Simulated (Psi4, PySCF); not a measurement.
Here is a job for PySCF.
```python
from pyscf import gto, scf, dft

mol = gto.M(
    atom='''
Te   -0.005348    0.012234    0.483277
Cl    1.165969   -1.490760   -0.826448
Cl    1.904219    1.503369    0.120414
Cl   -1.146570    1.446389   -0.926392
Cl   -1.907258   -1.496418    0.154168
''',
    basis='sto-3g',
    charge=0,
    spin=0,
    verbose=3,
)

mf = dft.RKS(mol)
mf.xc = 'pbe'
mf.grids.atom_grid = (99, 590)
mf.grids.prune = None
mf.kernel()
```

Give the equivalent Psi4 input.

Several could match; the one computed here: 
```
memory 2 GB

molecule {
0 1
Te   -0.00534842    0.01223355    0.48327654
Cl    1.16596908   -1.49075955   -0.82644836
Cl    1.90421897    1.50336856    0.12041395
Cl   -1.14657041    1.44638856   -0.92639152
Cl   -1.90725777   -1.49641785    0.15416827
}

set {
  basis sto-3g
  scf_type pk
  puream true
  d_convergence 1e-8
  dft_radial_points 99
  dft_spherical_points 590
}

energy('pbe')
print_variables()
```

Both were run: PySCF gave -8368.588411 Eh and Psi4 -8368.588333 Eh, 0.078 mEh apart.
